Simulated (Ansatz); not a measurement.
Start from `OC(F)(S)[SiH2]Cl` and change one atom or group to get `CC(O)(F)S`.

Ansatz, PBE0-D4/def2-TZVP geometries, multiplicity 1. Each molecule was computed in one conformer, which needn't be the lowest.

```json
{"property": "LUMO energy (PBE/def2-TZVPP) / eV", "`OC(F)(S)[SiH2]Cl`": "-1.49"}
{"property": "LUMO energy (ωB97M-V/def2-TZVPP) / eV", "`OC(F)(S)[SiH2]Cl`": "1.28"}
{"property": "HOMO–LUMO gap (B3LYP/def2-TZVPP) / eV", "`OC(F)(S)[SiH2]Cl`": "6.62"}
{"property": "HOMO energy (PBE/def2-TZVPP) / eV", "`OC(F)(S)[SiH2]Cl`": "-6.39"}
{"property": "size of the dipole moment (ωB97M-V/def2-TZVPP) / D", "`OC(F)(S)[SiH2]Cl`": "1.21"}
{"property": "LUMO energy (B3LYP/def2-TZVPP) / eV", "`OC(F)(S)[SiH2]Cl`": "-0.81"}
```

**Question.** Give the same properties after the change, and the shifts. (Estimate.)

**Answer.** Ansatz gave: 
```json
{"property": "LUMO energy (PBE/def2-TZVPP) / eV", "`CC(O)(F)S`": "-0.97", "shift": "0.52"}
{"property": "LUMO energy (ωB97M-V/def2-TZVPP) / eV", "`CC(O)(F)S`": "1.87", "shift": "0.59"}
{"property": "HOMO–LUMO gap (B3LYP/def2-TZVPP) / eV", "`CC(O)(F)S`": "6.91", "shift": "0.29"}
{"property": "HOMO energy (PBE/def2-TZVPP) / eV", "`CC(O)(F)S`": "-6.14", "shift": "0.25"}
{"property": "size of the dipole moment (ωB97M-V/def2-TZVPP) / D", "`CC(O)(F)S`": "0.59", "shift": "-0.62"}
{"property": "LUMO energy (B3LYP/def2-TZVPP) / eV", "`CC(O)(F)S`": "-0.30", "shift": "0.51"}
```

With PBE0 the HOMO rises by 0.23 eV and the LUMO rises by 0.59 eV, so the gap widens by about 0.36 eV. PBE moves the HOMO by 0.25 eV and ωB97M-V by 0.19 eV. Dipoles are sizes alone; their direction can turn.

B3LYP here is the variant with VWN-RPA as its local correlation; programs differ in this.
